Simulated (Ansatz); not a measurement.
`C[CH](S)[SbH2]` → 2 C• + 7 H• + S• + Sb•  (atomization)

Program: Ansatz. Geometries: PBE0-D4/def2-TZVP. ΔE: electronic, gas phase. CCSD(T)/CBS adds triple-zeta CCSD(T) − MP2 to the extrapolated MP2 energy (def2 sets, frozen cores). This one scheme is used for every species, atoms too. DFT in def2-TZVPP. B3LYP here is the variant with VWN-RPA as its local correlation; programs differ in this. Open shells (•) are unrestricted, without spin–orbit coupling. Spin–orbit coupling would lower the free atoms: a little for C, S. Elements past krypton have def2 core potentials. For Sb outer-core shells are correlated without core-valence functions, so the limit isn't a true one: a few kJ/mol of doubt a bond, and 10 to 20 or more in all where bonds break to atoms. One conformer a species, not always the lowest.

```json
{"level": "PBE-D4", "ΔE (kcal/mol)": "860.5", "difference from CCSD(T)/CBS": "12.0"}
{"level": "B3LYP-D4", "ΔE (kcal/mol)": "848.6", "difference from CCSD(T)/CBS": "0.1"}
{"level": "ωB97X-V", "ΔE (kcal/mol)": "852.5", "difference from CCSD(T)/CBS": "4.0"}
{"level": "ωB97M-V", "ΔE (kcal/mol)": "848.1", "difference from CCSD(T)/CBS": "-0.4"}
{"level": "B2PLYP", "ΔE (kcal/mol)": "833.9", "difference from CCSD(T)/CBS": "-14.6"}
{"level": "PBE", "ΔE (kcal/mol)": "853.7", "difference from CCSD(T)/CBS": "5.2"}
{"level": "PBE0", "ΔE (kcal/mol)": "841.5", "difference from CCSD(T)/CBS": "-7.0"}
{"level": "B3LYP", "ΔE (kcal/mol)": "837.5", "difference from CCSD(T)/CBS": "-11.0"}
{"level": "SCS-MP2/def2-TZVPP", "ΔE (kcal/mol)": "826.6", "difference from CCSD(T)/CBS": "-21.9"}
{"level": "CCSD(T)/def2-TZVPP", "ΔE (kcal/mol)": "825.0", "difference from CCSD(T)/CBS": "-23.5"}
{"level": "HF/def2-QZVPP", "ΔE (kcal/mol)": "598.8", "difference from CCSD(T)/CBS": "-249.7"}
{"level": "MP2/def2-QZVPP", "ΔE (kcal/mol)": "838.2", "difference from CCSD(T)/CBS": "-10.3"}
{"level": "SCS-MP2/def2-QZVPP", "ΔE (kcal/mol)": "842.4", "difference from CCSD(T)/CBS": "-6.1"}
{"level": "HF/CBS(def2)", "ΔE (kcal/mol)": "599.0", "difference from CCSD(T)/CBS": "-249.5"}
{"level": "MP2/CBS(def2)", "ΔE (kcal/mol)": "847.8", "difference from CCSD(T)/CBS": "-0.7"}
{"level": "CCSD/CBS(def2)", "ΔE (kcal/mol)": "835.2", "difference from CCSD(T)/CBS": "-13.3"}
{"level": "CCSD(T)/CBS", "ΔE (kcal/mol)": "848.5", "difference from CCSD(T)/CBS": "0"}
```

Largest T1 diagnostic among the species: 0.012.

In def2-TZVPP, CCSD(T) changes the Hartree–Fock value by +227.3 kcal/mol (the triples alone add +13.4 kcal/mol) and MP2 by +226.6 kcal/mol; breaking electron pairs costs correlation energy, which Hartree–Fock lacks. From PBE to PBE0 (25 % exact exchange), in def2-TZVPP and without D4, ΔE moves by −12.2 kcal/mol: exact exchange takes away binding that semilocal exchange gives to molecules.

For atomizations the MP2-based limit and the directly extrapolated one differ by several kJ/mol either way, and by 10 to 25 for some Ge, Se and Sn compounds, so smaller differences from it don't rank the levels.
